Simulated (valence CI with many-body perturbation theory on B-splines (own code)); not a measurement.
## Energy levels of Pr27+

Calculated by configuration interaction combined with many-body perturbation theory (CI+MBPT): four valence electrons over a frozen Dirac-Fock core [Ar] 3d10, a basis of 11 s, 11 p, 10 d, 8 f, 5 g, 2 h functions for each j, with the one-electron correlation potential Σ1 (screened to all orders), the two-electron term Σ2, the three-electron term Σ3, Breit, model QED; selected single and double excitations, second order for the rest, scaled by the run's own slope (own B-spline code, finite nucleus).

No measured spectrum was set against this ion. As an estimate, large intervals hold to a few tenths of a per cent, small ones and those within an open d or f shell to about a per cent. Among the levels kept, up to 510 cm⁻¹ of a level comes from second order outside the variational space, and about a tenth of that is noise between levels of different J, which matters for small intervals.

Levels 91 to 135 of 181, with energies above the lowest level, (4s^2 4p1/2^2) J=0. "Leading %" is the weight of the configuration and term that name the level; weights of strongly mixed levels are sums over their largest components and can fall short. In the jj column 3d3/2^4 stands for four electrons in 3d with j = 3/2. Lifetimes count E1, E2, E3, M1 and M2 decay at the calculated energies, and are blank where another channel may lead or the interval is too uncertain; long ones can be off by a factor of two.

```tsv
No.	Configuration	Term	J	E (eV)	Leading %	Lifetime	Second component	g	Leading jj
91	4s4p²4d	³P	0	272.41	23	1.48 ps	16 % 4s²4d² ¹S		4s^2 4d3/2^2 (30 %)
92	4s²4d²	³F	2	273.70	65	1.42 ps	12 % 4s²4p4f ³D	0.788	4s^2 4d3/2^2 (44 %)
93	4s²4d²	³F	3	275.48	64	2.06 ps	16 % 4s²4p4f ³D	1.108	4s^2 4d3/2 4d5/2 (64 %)
94	4s4p²4d	¹D	2	275.77	45	1.77 ps	15 % 4s4p²4d ³P	1.071	4s 4p3/2^2 4d5/2 (54 %)
95	4s²4d²	¹G	4	276.23	42	5.47 ps	21 % 4s²4p4f ¹G	1.042	4s^2 4d3/2 4d5/2 (26 %)
96	4s²4d²	³F	4	278.24	55	2.74 ps	19 % 4s²4p4f ³G	1.202	4s^2 4d5/2^2 (39 %)
97	4s²4d²	³P	0	279.28	62	1.35 ps	18 % 4s4p²4d ³P		4s^2 4d3/2^2 (49 %)
98	4s²4d²	¹D	2	279.30	37	1.58 ps	22 % 4s²4d² ³P	1.127	4s^2 4d3/2 4d5/2 (44 %)
99	4s²4d²	³P	1	281.37	81	1.57 ps	12 % 4s4p²4d ³P	1.478	4s^2 4d3/2 4d5/2 (81 %)
100	4s²4p4f	³G	5	283.59	95	3.83 ps		1.199	4s^2 4p3/2 4f7/2 (95 %)
101	4p³4d	³F°	2	283.96	36	12.7 ps	14 % 4p³4d ³D°	0.986	4p1/2^2 4p3/2 4d3/2 (85 %)
102	4s²4d²	³P	2	285.65	55	1.82 ps	17 % 4s²4d² ¹D	1.321	4s^2 4d5/2^2 (60 %)
103	4p³4d	³F°	3	285.75	26	11.6 ps	20 % 4p³4d ⁵D°	1.143	4p1/2^2 4p3/2 4d3/2 (80 %)
104	4p³4d	³P°	0	286.30	46	9.93 ps	34 % 4p³4d ⁵D°		4p1/2^2 4p3/2 4d3/2 (90 %)
105	4s²4p4f	¹F	3	286.47	38	1.76 ps	16 % 4s²4p4f ³F	0.987	4s^2 4p3/2 4f5/2 (55 %)
106	4p³4d	⁵D°	1	287.77	38	7.03 ps	25 % 4p³4d ³P°	1.224	4p1/2^2 4p3/2 4d3/2 (88 %)
107	4s²4p4f	³F	4	287.96	38	1.70 ps	27 % 4s²4d² ³F	1.197	4s^2 4p3/2 4f7/2 (30 %)
108	4s²4p4f	³D	1	288.78	84	2.39 ps	13 % 4s4p²4d ³D	0.504	4s^2 4p3/2 4f5/2 (84 %)
109	4s²4p4f	³D	2	289.16	56	2.04 ps	18 % 4s²4p4f ³F	1.016	4s^2 4p3/2 4f5/2 (54 %)
110	4s²4p4f	³D	3	289.57	31	1.86 ps	28 % 4s²4p4f ³F	1.170	4s^2 4p3/2 4f7/2 (54 %)
111	4p³4d	³F°	4	291.00	39	11.2 ps	33 % 4p³4d ⁵D°	1.279	4p1/2^2 4p3/2 4d5/2 (90 %)
112	4p³4d	³D°	2	293.42	36	6.64 ps	26 % 4p³4d ⁵D°	1.305	4p1/2^2 4p3/2 4d5/2 (78 %)
113	4s²4d²	¹S	0	294.37	74	1.80 ps	10 % 4s4p²4d ¹S		4s^2 4d5/2^2 (74 %)
114	4p³4d	³F°	3	296.01	21	6.98 ps	16 % 4p³4d ³G°	1.117	4p1/2^2 4p3/2 4d5/2 (63 %)
115	4s²4p4f	¹D	2	296.92	50	1.92 ps	17 % 4s²4d² ¹D	0.965	4s^2 4p3/2 4f7/2 (52 %)
116	4s²4p4f	¹G	4	297.74	48	1.50 ps	36 % 4s²4d² ¹G	1.024	4s^2 4p3/2 4f5/2 (28 %)
117	4p³4d	³D°	1	302.63	49	5.67 ps	25 % 4p³4d ³P°	0.930	4p1/2^2 4p3/2 4d5/2 (78 %)
118	4p³4d	³F°	2	304.82	22	17.4 ps	18 % 4p³4d ⁵D°	0.890	4p1/2 4p3/2^2 4d3/2 (55 %)
119	4p³4d	³F°	3	305.98	21	22.3 ps	17 % 4p³4d ³G°	1.099	4p1/2 4p3/2^2 4d3/2 (59 %)
120	4p³4d	⁵D°	0	306.54	42	8.82 ps	41 % 4p³4d ¹S°		4p1/2 4p3/2^2 4d3/2 (72 %)
121	4p³4d	³D°	1	306.76	55	8.46 ps	29 % 4p³4d ⁵D°	0.822	4p1/2 4p3/2^2 4d3/2 (79 %)
122	4s4p4d²	⁵G°	2	308.76	27	13.2 ps	24 % 4s4p²4f ⁵G°	0.622	4s 4p1/2^2 4f5/2 (31 %)
123	4p³4d	³G°	4	308.95	44	18.1 ps	14 % 4p³4d ¹G°	1.102	4p1/2 4p3/2^2 4d3/2 (63 %)
124	4p³4d	³F°	4	311.04	26	16.8 ps	15 % 4p³4d ¹G°	1.258	4p1/2 4p3/2^2 4d5/2 (41 %)
125	4p³4d	³D°	3	311.39	39	11.6 ps	12 % 4s4p²4f ⁵G°	1.211	4p1/2 4p3/2^2 4d5/2 (48 %)
126	4p³4d	⁵D°	3	311.62	23	7.73 ps	20 % 4p³4d ³F°	1.175	4p1/2 4p3/2^2 4d5/2 (38 %)
127	4p³4d	³F°	4	313.81	43	17.9 ps	23 % 4p³4d ¹G°	1.178	4p1/2 4p3/2^2 4d5/2 (64 %)
128	4p³4d	³G°	5	314.51	73	20.2 ps	15 % 4s4p4d² ³G°	1.192	4p1/2 4p3/2^2 4d5/2 (73 %)
129	4p³4d	⁵D°	4	315.24	28	5.70 ps	12 % 4p³4d ¹G°	1.264	4p1/2 4p3/2^2 4d5/2 (48 %)
130	4p³4d	³F°	2	315.75	29	5.56 ps	23 % 4p³4d ¹D°	0.833	4p1/2 4p3/2^2 4d3/2 (56 %)
131	4s4p4d²	⁵G°	3	316.57	41	4.30 ps	6 % 4s4p²4f ⁵F°	1.044	4s 4p1/2 4d3/2^2 (28 %)
132	4s4p4d²	⁵G°	2	316.69	29	3.20 ps	19 % 4s4p²4f ⁵G°	0.619	4s 4p1/2^2 4f5/2 (37 %)
133	4p³4d	¹P°	1	317.09	33	3.11 ps	16 % 4p³4d ⁵D°	1.227	4p1/2 4p3/2^2 4d5/2 (41 %)
134	4p³4d	³P°	2	319.17	37	2.28 ps	9 % 4p³4d ³F°	1.254	4p1/2 4p3/2^2 4d3/2 (61 %)
135	4p³4d	³P°	0	319.36	38	5.18 ps	21 % 4p³4d ¹S°		4p1/2 4p3/2^2 4d5/2 (55 %)
```

Where two levels of one J and parity lie close, their mixing, g and order are uncertain.
